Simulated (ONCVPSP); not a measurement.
## An all-electron radial function and its pseudo partner (fluorine (F))

Columns: radius, all-electron u(r) and pseudo u(r) of the 2p shell (level -11.40 eV) of fluorine in the configuration [He] 2s1.75 2p5.25; LDA (Perdew-Zunger), scalar-relativistic, ONCV scheme, ONCVPSP 4.0.1.

```json
{"r (bohr)": "0.060", "all-electron": "0.0593", "pseudo": "0.0266"}
{"r (bohr)": "0.120", "all-electron": "0.1847", "pseudo": "0.1026"}
{"r (bohr)": "0.180", "all-electron": "0.3282", "pseudo": "0.2172"}
{"r (bohr)": "0.240", "all-electron": "0.4660", "pseudo": "0.3553"}
{"r (bohr)": "0.300", "all-electron": "0.5868", "pseudo": "0.5002"}
{"r (bohr)": "0.360", "all-electron": "0.6868", "pseudo": "0.6362"}
{"r (bohr)": "0.420", "all-electron": "0.7653", "pseudo": "0.7515"}
{"r (bohr)": "0.480", "all-electron": "0.8237", "pseudo": "0.8391"}
{"r (bohr)": "0.540", "all-electron": "0.8643", "pseudo": "0.8975"}
{"r (bohr)": "0.600", "all-electron": "0.8897", "pseudo": "0.9294"}
{"r (bohr)": "0.660", "all-electron": "0.9021", "pseudo": "0.9396"}
{"r (bohr)": "0.720", "all-electron": "0.9042", "pseudo": "0.9342"}
{"r (bohr)": "0.780", "all-electron": "0.8979", "pseudo": "0.9189"}
{"r (bohr)": "0.840", "all-electron": "0.8851", "pseudo": "0.8979"}
{"r (bohr)": "0.900", "all-electron": "0.8673", "pseudo": "0.8739"}
{"r (bohr)": "0.960", "all-electron": "0.8457", "pseudo": "0.8485"}
{"r (bohr)": "1.020", "all-electron": "0.8213", "pseudo": "0.8222"}
{"r (bohr)": "1.080", "all-electron": "0.7950", "pseudo": "0.7951"}
{"r (bohr)": "1.140", "all-electron": "0.7673", "pseudo": "0.7674"}
{"r (bohr)": "1.200", "all-electron": "0.7390", "pseudo": "0.7390"}
{"r (bohr)": "1.260", "all-electron": "0.7103", "pseudo": "0.7103"}
{"r (bohr)": "1.320", "all-electron": "0.6816", "pseudo": "0.6816"}
{"r (bohr)": "1.380", "all-electron": "0.6531", "pseudo": "0.6531"}
{"r (bohr)": "1.440", "all-electron": "0.6250", "pseudo": "0.6250"}
{"r (bohr)": "1.500", "all-electron": "0.5975", "pseudo": "0.5975"}
{"r (bohr)": "1.560", "all-electron": "0.5707", "pseudo": "0.5707"}
```

Task: How many radial nodes do the two functions have?

Result: The all-electron 2p function has n − l − 1 = 0; the pseudo-wave has 0.

Task: At about which radius was the pseudo-wave matched?

Result: 1.20 bohr. The columns agree to 0.0005 from 1.08 bohr on; several derivatives are matched, so the curves merge somewhat inside the radius.

Task: Is the pseudo-wave norm-conserving?

Result: Yes: the ONCV scheme keeps the norm inside the radius equal to the all-electron one, which fixes the energy derivative of the logarithmic derivative at the level.
